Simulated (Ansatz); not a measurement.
Input for Ansatz (a quantum-chemistry and plane-wave program): U-CCSD(T)/def2-TZVPP on TeW, 2S+1 = 7, a spin state set in the input, which need not be the lowest, a point of a bond scan (R = 2.700 Å). Elements past Kr take the def2 small-core potentials; no spin–orbit coupling.

Ansatz 0.2 input:
```yaml
crystal:
  periodic: [false, false, false]
  atoms:
    - {symbol: W, position_ang: [0.00000000, 0.00000000, 0.00000000]}
    - {symbol: Te, position_ang: [0.00000000, 0.00000000, 2.70040900]}
basis:
  gaussian:
    orbitals: def2-TZVPP
magnetization: {spin_polarized: true, initial_magnetization: 6}
correlation: {method: ccsd_t, electrons: valence}
output: {orbitals: {seedname: ./end}}
```

It printed:

```
WARN ansatz: RAYON_NUM_THREADS=2 ignored (pool sized by the plan → 2); use --threads N
Functional definition: HF
integrals: 0.21 GiB planned
847 factors; integrals over basis functions are off by at most 1.3e-3 eV
mean field: 0.33 GiB planned
mean field evaluation 1: about -9070.3642 eV, gradient 9.9e0 eV
mean field evaluation 2: about -9070.3750 eV, gradient 9.9e0 eV
mean field evaluation 4: about -9071.9916 eV, gradient 2.8e0 eV
mean field evaluation 8: about -9072.2032 eV, gradient 3.5e-1 eV
mean field evaluation 16: about -9072.2107 eV, gradient 1.8e-5 eV
mean field evaluation 32: about -9071.5971 eV, gradient 7.9e-1 eV
mean field evaluation 64: about -9071.5490 eV, gradient 8.1e-3 eV
mean field evaluation 96: about -9071.0134 eV, gradient 8.4e-1 eV
mean field evaluation 128: about -9070.9457 eV, gradient 1.1e0 eV
mean field evaluation 160: about -9071.2664 eV, gradient 2.7e0 eV
mean field evaluation 192: about -9072.2107 eV, gradient 7.8e-4 eV
mean field evaluation 224: about -9067.3519 eV, gradient 1.3e1 eV
mean field evaluation 256: about -9070.9672 eV, gradient 1.6e-2 eV
mean field evaluation 288: about -9070.9672 eV, gradient 2.7e-2 eV
mean field evaluation 320: about -9071.0516 eV, gradient 3.2e-2 eV
mean field evaluation 352: about -9069.7587 eV, gradient 2.8e0 eV
mean field evaluation 384: about -9069.8643 eV, gradient 1.2e-2 eV
mean field evaluation 416: about -9070.4286 eV, gradient 9.7e-1 eV
mean field evaluation 448: about -9069.5907 eV, gradient 5.4e-3 eV
mean field evaluation 480: about -9068.9606 eV, gradient 1.5e-1 eV
mean field evaluation 512: about -9068.8387 eV, gradient 5.7e0 eV
mean field evaluation 544: about -9069.0917 eV, gradient 8.0e-2 eV
mean field evaluation 576: about -9069.1046 eV, gradient 1.7e-1 eV
mean field evaluation 608: about -9068.7051 eV, gradient 6.8e-4 eV
mean field evaluation 640: about -9068.5463 eV, gradient 5.1e-1 eV
mean field evaluation 672: about -9071.5366 eV, gradient 4.9e-1 eV
mean field evaluation 704: about -9071.0294 eV, gradient 5.9e-1 eV
mean field evaluation 736: about -9071.3381 eV, gradient 4.6e-1 eV
mean field evaluation 768: about -9070.9639 eV, gradient 2.7e-1 eV
mean field evaluation 800: about -9070.9422 eV, gradient 1.4e-1 eV
mean field -9072.21065971 eV, -333.3975923791 hartree, gradient 3.0e-6 eV, S^2 12.046828; 27 other end points of the search recorded, 0 dependent functions left out
determinant -9072.21065971 eV, -333.3975923791 hartree, with singles and doubles -9092.06655334 eV, -334.1272830113 hartree
determinant -9071.54904404 eV, -333.3732784517 hartree, with singles and doubles -9091.25035506 eV, -334.0972882776 hartree
determinant -9071.34479400 eV, -333.3657724013 hartree, with singles and doubles -9091.00609099 eV, -334.0883117387 hartree
determinant -9071.05171181 eV, -333.3550018295 hartree, with singles and doubles -9090.82833829 eV, -334.0817794475 hartree
determinant -9070.96720134 eV, -333.3518961269 hartree, with singles and doubles -9090.56569910 eV, -334.0721276350 hartree
determinant -9070.96556135 eV, -333.3518358584 hartree, with singles and doubles -9090.56063249 eV, -334.0719414409 hartree
determinant -9070.40559947 eV, -333.3312576390 hartree, with singles and doubles -9090.08009881 eV, -334.0542821535 hartree
determinant -9070.34104255 eV, -333.3288852158 hartree, with singles and doubles -9089.99775596 eV, -334.0512561096 hartree
determinant -9069.86428647 eV, -333.3113647529 hartree, with singles and doubles -9089.40659711 eV, -334.0295314229 hartree
determinant -9069.59074642 eV, -333.3013123414 hartree, with singles and doubles -9089.57940482 eV, -334.0358819890 hartree
determinant -9069.26638353 eV, -333.2893922253 hartree, with singles and doubles -9088.83250522 eV, -334.0084339351 hartree
determinant -9068.96661174 eV, -333.2783758150 hartree, with singles and doubles -9088.43485029 eV, -333.9938203858 hartree
determinant -9068.93455367 eV, -333.2771977028 hartree, with singles and doubles -9088.42142259 eV, -333.9933269268 hartree
4 core orbitals not correlated
reference -9072.21065971 eV, -333.3975923791 hartree; 18, 12 occupied and 84, 90 virtual orbitals, 847 factors
second order -20.43508669 eV of doubles, -0.00000000 eV of singles
coupled cluster: 0.86 GiB planned
cycle   1  -19.85963196 eV  change   -3.7e-3 eV  update   2.1e-3
cycle   2  -19.85988846 eV  change   -2.6e-4 eV  update   1.5e-3
cycle   3  -19.86008228 eV  change   -1.9e-4 eV  update   8.3e-4
cycle   4  -19.86076989 eV  change   -6.9e-4 eV  update   3.3e-4
cycle   5  -19.86094188 eV  change   -1.7e-4 eV  update   1.6e-4
cycle   6  -19.86098569 eV  change   -4.4e-5 eV  update   9.8e-5
cycle   7  -19.86099935 eV  change   -1.4e-5 eV  update   5.2e-5
cycle   8  -19.86092504 eV  change    7.4e-5 eV  update   2.5e-5
cycle   9  -19.86090755 eV  change    1.7e-5 eV  update   1.2e-5
perturbative correction -0.57883699 eV, -0.0212718671 hartree
Total energy: -9092.65040425 eV, -334.1487391366 hartree
```

Self-consistency was reached.

Cost: around 2.9 core-minutes (rough).
